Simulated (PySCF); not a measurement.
These 2 structures share the formula C8H9NO. Computed with PBE0-D3(BJ)/def2-SVP geometry optimisation, gas phase (PySCF). Energies are electronic, without zero-point or thermal terms, for one conformer each. No frequencies were run at this level. Point groups hold within 0.08 Å.

Question: Rank from lowest to highest electronic energy at this level (kcal/mol).
A. `[CH2:1]=[CH:2]/[CH:3]=[C:4](\[O:5][CH3:6])[C:7](=[CH2:8])[C:9]#[N:10]` with C1–C2–C3–C4 -178°, C3–C4–O5–C6 95°, C3–C4–C7–C8 170°
B. `[NH2:1][C:2](=[O:3])[C:4]1=[CH:5][C:6]2([CH:7]=[CH:8]1)[CH2:9][CH2:10]2` with H–N1–C2–O3 -170° and -5°, N1–C2–C4–C5 -175°

Answer: B (0.0), A (44.8).

As drawn, the lower has a three-membered ring, a C=O bond and an N–H bond, which the higher lacks; the higher has a C≡N group, which the lower lacks.

```
               SMILES      E (Eh)  E rel (kcal/mol)  dipole (D)  point group       A, B, C (MHz)
NC(=O)C1=CC2(C=C1)CC2  -439.40036               0.0        3.63           C1  3409, 824.3, 700.3
 C=C/C=C(\OC)C(=C)C#N  -439.32901              44.8        3.74           C1   1639, 1030, 670.0
```
